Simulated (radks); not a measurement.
The numbers below are computed, except where a source is named.
Problem. The mean radii <r> (bohr) of the occupied orbitals of an atom or ion are listed with their occupations. Code: a radial shooting solver on a logarithmic mesh with Libxc functionals. Model: non-relativistic Kohn-Sham, BP86, spin-polarised, spherical densities, point nucleus.

| orbital | occ. | <r> |
|---|---|---|
| 1s up | 1 | 0.08153 |
| 1s down | 1 | 0.08152 |
| 2s up | 1 | 0.3895 |
| 2s down | 1 | 0.3894 |
| 2p up | 3 | 0.3507 |
| 2p down | 3 | 0.3506 |
| 3s up | 1 | 1.203 |
| 3s down | 1 | 1.210 |
| 3p up | 3 | 1.288 |
| 3p down | 1 | 1.301 |

Name the element and its charge. Open shells, if any, are filled with parallel spins first.

Solution. Z = 19, potassium, charge +3: K3+ in [Ne] 3s2 3p4. The 1s radius gives Z: for a bare nucleus <r> = 1.5/Z, 0.07895 bohr for Z = 19, and screening makes it slightly larger (0.08153 here). The occupations add up to 16, and the charge is Z minus that.
